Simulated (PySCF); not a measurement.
C₈H₁₁ClSi, SMILES C[Si](C)(Cl)c1ccccc1, GFN2-xTB optimised geometry.

```
21

C     -0.78    -0.80     1.57
Si    -0.19     0.11     0.00
C     -0.78     1.92     0.00
Cl     1.86     0.11     0.00
C     -0.76    -0.82    -1.55
C     -1.75    -0.31    -2.39
C     -2.17    -1.00    -3.51
C     -1.60    -2.23    -3.81
C     -0.62    -2.75    -2.99
C     -0.20    -2.05    -1.88
H     -1.86    -0.83     1.62
H     -0.42    -1.82     1.59
H     -0.42    -0.31     2.47
H     -0.49     2.43    -0.91
H     -0.35     2.47     0.84
H     -1.86     1.98     0.09
H     -2.20     0.65    -2.16
H     -2.94    -0.59    -4.14
H     -1.93    -2.77    -4.69
H     -0.17    -3.71    -3.23
H      0.57    -2.47    -1.25
```

Density from CAM-B3LYP/def2-SVP in PySCF at that geometry.

Minimum of the electron density along straight lines between bonded atoms, close to the bond critical point (lines longer than 1.1 times the sum of covalent radii, or with two minima, are not listed):

| bond | length / Å | ρ at the minimum / e bohr⁻³ | ∇²ρ there / e bohr⁻⁵ | position (fraction from the first atom) |
|---|---|---|---|---|
| C1–Si2 | 1.906 | 0.113 | 0.30 | 0.62 |
| Si2–C3 | 1.903 | 0.113 | 0.30 | 0.38 |
| Si2–Cl4 | 2.046 | 0.093 | 0.30 | 0.37 |
| Si2–C5 | 1.896 | 0.115 | 0.32 | 0.38 |
| C5–C6 | 1.392 | 0.308 | -0.78 | 0.50 |
| C6–C7 | 1.383 | 0.316 | -0.83 | 0.50 |
| C7–C8 | 1.384 | 0.315 | -0.82 | 0.50 |
| C8–C9 | 1.385 | 0.315 | -0.82 | 0.50 |
| C5–C10 | 1.393 | 0.308 | -0.78 | 0.50 |
| C9–C10 | 1.382 | 0.316 | -0.83 | 0.50 |
| C1–H11 | 1.086 | 0.272 | -0.98 | 0.63 |
| C1–H12 | 1.086 | 0.272 | -0.99 | 0.63 |
| C1–H13 | 1.086 | 0.272 | -0.99 | 0.63 |
| C3–H14 | 1.086 | 0.272 | -0.99 | 0.63 |
| C3–H15 | 1.086 | 0.272 | -0.99 | 0.63 |
| C3–H16 | 1.085 | 0.272 | -0.98 | 0.63 |
| C6–H17 | 1.080 | 0.285 | -1.09 | 0.63 |
| C7–H18 | 1.081 | 0.283 | -1.09 | 0.63 |
| C8–H19 | 1.080 | 0.284 | -1.09 | 0.63 |
| C9–H20 | 1.081 | 0.284 | -1.09 | 0.63 |
| C10–H21 | 1.081 | 0.285 | -1.10 | 0.63 |
